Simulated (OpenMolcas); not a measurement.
# Levels of F3+ by method

```json
{
  "Program": "OpenMolcas",
  "Basis": "ANO-RCC-VTZP [4s3p2d1f]",
  "Scalar Hamiltonian": "DKH2, point nucleus",
  "Active space": "2 electrons in 3 orbitals (2p)",
  "State averaging": "2S+1 = 3 even, 3 roots; 2S+1 = 1 even, 6 roots",
  "Spin-orbit coupling": "state interaction with AMFI integrals over the reference wave functions, term energies averaged over their components"
}
```

Methods on the same reference wave functions:
A. CASSCF
B. SS-CASPT2, IPEA 0.25 Eh, imaginary shift 0.1 Eh (closed shells correlated: 1s 2s)
C. XMS-CASPT2, IPEA 0.25 Eh, imaginary shift 0.1 Eh (closed shells correlated: 1s 2s)

Energies in cm-1 above 2s2 2p2 3P0, the measured ground level; measured values from Moore, Atomic Energy Levels, vol. I, NSRDS-NBS 35 (1971 reprint of NBS Circular 467, 1949).

```csv
Level,A,B,C,Measured
2s2 2p2 3P0,0.0,0.0,0.0,0.0
2s2 2p2 3P1,230,231,231,225
2s2 2p2 3P2,674,675,675,613
2s2 2p2 1D2,27763,25940,25890,25241
2s2 2p2 1S0,68290,58460,59450,53544
```

Deviations, from unrounded energies. A percentage is the sum of absolute deviations over the sum of measured energies, with the sign that they share, or ± where signs differ.

```
                        Against measurement  Levels      A     B     C
             mean absolute deviation (cm-1)       4   4300  1400  1700
      fine structure of the ground term (%)       2   +7.8  +8.0  +8.0
other terms of the ground configuration (%)       2  +21.9  +7.1  +8.3
```

B lies closest to measurement on these levels and A furthest from it. The largest miss of B in the table is 2s2 2p2 1S0, by +4900 cm-1. The ranking rests on the paired levels alone, and a cruder setting can come out closer through cancelling errors.

Between B and C the level of the table that moves most is 2s2 2p2 1S0, by 990 cm-1 (lowest in B, highest in C). Moves below CASPT2's spread within the term are not significant.

The mean deviations of B to C differ by less than CASPT2's widest spread within a term (520 cm-1), so their order carries little weight.

From A to B the spin-free energies of the other terms of 2s2 2p2 shown, above 3P, scale by factors of 0.86 to 0.93.

The lowest spin-free term lies below A's lowest term by 0.089 hartree in B, 0.094 hartree in C.

Term energies are means over components that CASPT2 splits; among the terms shown or strongly mixed into the levels shown the widest spread is 520 cm-1 (2s2 2p2 1D, C). With the s shell closed, the reference lacks s² → p² mixing. Computed and measured levels are paired by configuration, term and J; levels that our copy of the source lacks, or whose pairing is in doubt (as where it misses far off the trend of its configuration), stay unpaired and out of the deviations. Only configurations of the active space appear.
